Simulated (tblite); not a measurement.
Species: C3H9OSeSi (doublet state).
Numbering: `[CH3:1][C@@H:2]([OH:3])[CH2:4][SiH2:5][Se:6]` (hydrogens: H7, H8, H9 on C1; H10 on C2; H11 on O3; H12, H13 on C4; H14, H15 on Si5)

Computed with GFN2-xTB (tblite), gas phase: L-BFGS steps from a force-field or distance-geometry start until the largest atomic force falls under 0.01 eV/Å.

At the end of the run (lengths in Å): C4–H12 1.092, C4–Si5 1.913, C1–H9 1.088, C1–C2 1.530, C2–C4 1.526, C2–O3 1.413, Si5–Se6 2.235, C2–C4–Si5 111.4°, C4–Si5–Se6 106.8°, C1–C2–C4 111.4°, O3–C2–C4 111.4°, C1–C2–C4–Si5 -179°, C2–C4–Si5–Se6 49°, H12–C4–Si5–Se6 -72°, H14–Si5–C4–C2 167°.

Question: These geometries were met on the way; a selection of coordinates is given. Order them by energy above the end point, lowest first.
A. C4–H12 1.137, C4–Si5 1.877, C1–H9 1.115, C1–C2 1.503, C2–C4 1.502, C2–O3 1.389, Si5–Se6 2.256, C2–C4–Si5 106.9°, C4–Si5–Se6 111.6°, C1–C2–C4 112.4°, O3–C2–C4 108.0°, C1–C2–C4–Si5 180°, C2–C4–Si5–Se6 81°, H12–C4–Si5–Se6 -38°, H14–Si5–C4–C2 -159°
B. C4–H12 1.091, C4–Si5 1.905, C1–H9 1.087, C1–C2 1.527, C2–C4 1.523, C2–O3 1.411, Si5–Se6 2.242, C2–C4–Si5 109.8°, C4–Si5–Se6 106.7°, C1–C2–C4 111.1°, O3–C2–C4 111.2°, C1–C2–C4–Si5 -178°, C2–C4–Si5–Se6 73°, H12–C4–Si5–Se6 -48°, H14–Si5–C4–C2 -169°
C. C4–H12 1.093, C4–Si5 1.915, C1–H9 1.089, C1–C2 1.527, C2–C4 1.524, C2–O3 1.413, Si5–Se6 2.244, C2–C4–Si5 107.4°, C4–Si5–Se6 109.2°, C1–C2–C4 115.2°, O3–C2–C4 107.7°, C1–C2–C4–Si5 179°, C2–C4–Si5–Se6 80°, H12–C4–Si5–Se6 -37°, H14–Si5–C4–C2 -161°
D. C4–H12 1.106, C4–Si5 1.895, C1–H9 1.091, C1–C2 1.514, C2–C4 1.518, C2–O3 1.411, Si5–Se6 2.254, C2–C4–Si5 106.4°, C4–Si5–Se6 110.9°, C1–C2–C4 113.3°, O3–C2–C4 107.9°, C1–C2–C4–Si5 180°, C2–C4–Si5–Se6 81°, H12–C4–Si5–Se6 -37°, H14–Si5–C4–C2 -159°
E. C4–H12 1.094, C4–Si5 1.912, C1–H9 1.087, C1–C2 1.532, C2–C4 1.529, C2–O3 1.415, Si5–Se6 2.245, C2–C4–Si5 107.3°, C4–Si5–Se6 108.5°, C1–C2–C4 113.3°, O3–C2–C4 109.2°, C1–C2–C4–Si5 178°, C2–C4–Si5–Se6 77°, H12–C4–Si5–Se6 -41°, H14–Si5–C4–C2 -164°

Answer: B (0.040 eV), E (0.068 eV), C (0.112 eV), D (0.190 eV), A (0.309 eV).

```
step  E above end (eV)  rms distance from the end, all atoms (Å)  largest force (eV/Å)  rms shift of all bonds from the end (Å)
  26             0.040                                     0.275                 0.113                                    0.003
  13             0.068                                     0.317                 0.139                                    0.004
   5             0.112                                     0.338                 0.269                                    0.004
   1             0.190                                     0.345                 0.584                                    0.009
   0             0.309                                     0.347                 1.606                                    0.023
```

Rows stand in the order of the answer.
